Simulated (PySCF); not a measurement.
C₇H₁₀ClNSi.
Atom-mapped SMILES: `[Cl:1][CH2:2][CH2:3][SiH2:4][c:5]1[cH:6][cH:7][cH:8][cH:9][n:10]1`

Cartesian coordinates in Å at the GFN2-xTB level; atoms count from 1:
```
atom  x, y, z in Å
Cl1    3.814   -0.465   -1.850
C2     2.511    0.338   -0.916
C3     2.400   -0.248    0.473
Si4    0.946    0.510    1.450
C5    -0.666    0.138    0.526
C6    -1.779   -0.471    1.098
C7    -2.909   -0.686    0.326
C8    -2.896   -0.282   -0.999
C9    -1.744    0.320   -1.485
N10   -0.667    0.522   -0.751
H11    1.590    0.199   -1.480
H12    2.766    1.396   -0.887
H13    3.333   -0.084    1.015
H14    2.267   -1.329    0.396
H15    1.107    1.962    1.570
H16    0.890   -0.109    2.780
H17   -1.750   -0.770    2.135
H18   -3.784   -1.161    0.748
H19   -3.753   -0.427   -1.638
H20   -1.680    0.656   -2.512
```

NICS = −σ at a ghost point: NICS(0) at the centroid of the ring atoms, NICS(1) 1 Å to either side along the normal of their mean plane, zz for the tensor component along that normal. Level: GIAO PBE0/pcSseg-1 (PySCF, non-relativistic, gas phase) on the GFN2-xTB geometry, one conformer.

Ring bond lengths (Å), with Mayer bond orders in brackets: C5–C6 1.392 (1.37), C6–C7 1.385 (1.43), C7–C8 1.385 (1.43), C8–C9 1.387 (1.39), C9–N10 1.319 (1.49), N10–C5 1.333 (1.38).

**Question.** What do the NICS probes read (ppm)?

**Answer.** 
```
              ring                                               type  NICS(0)  NICS(1), two faces  NICS(1)zz, two faces  rms pucker (Å)  centre to ring atoms, mean (Å)
C5–C6–C7–C8–C9–N10  6-membered ring with N; formal bonds all aromatic     -6.7       -11.2 / -11.1         -28.5 / -27.9            0.00                            1.37
```

**Question.** What can be read from them?

**Answer.** 
- C5–C6–C7–C8–C9–N10: mean NICS(1)zz -28.2 ppm, shielded. For a flat ring without four-coordinate atoms the NICS criterion counts such a value as aromatic.

**Question.** And the bond-length index? HOMA = 1 − mean of α(R − Ropt)² over the ring bonds, with Krygowski's 1993 parameters (CC: Ropt 1.388 Å, α 257.7 Å⁻²; CN: Ropt 1.334 Å, α 93.52 Å⁻²).

**Answer.** 
- C5–C6–C7–C8–C9–N10: HOMA 1.00; the largest term is that of C9–N10, α(R − Ropt)² = 0.02. The geometric and the magnetic index point the same way.

**Question.** How shielded are the nuclei of the rings and their hydrogens (means over atoms taken as equivalent)?

**Answer.** 
```
atoms                          environment  σ isotropic (ppm)  principal values of the symmetric part, first atom (ppm)
   C5          substituted aromatic carbon               17.4                                       -85.2, -16.4, 153.8
   C6                   aromatic CH carbon               50.3                                        -72.8, 51.0, 172.7
   C7                   aromatic CH carbon               46.4                                        -70.2, 26.7, 182.7
   C8                   aromatic CH carbon               58.5                                        -55.9, 51.8, 179.4
   C9  aromatic CH next to a ring nitrogen               31.8                                        -82.1, 28.5, 149.0
  N10               pyridine-type nitrogen             -108.3                                     -436.4, -191.1, 302.7
  H17                    aromatic hydrogen              23.87                                          20.6, 22.0, 29.0
  H18                    aromatic hydrogen              23.83                                          20.6, 24.0, 27.0
  H19                    aromatic hydrogen              24.29                                          21.5, 24.0, 27.4
  H20                    aromatic hydrogen              22.65                                          18.5, 22.3, 27.1
```
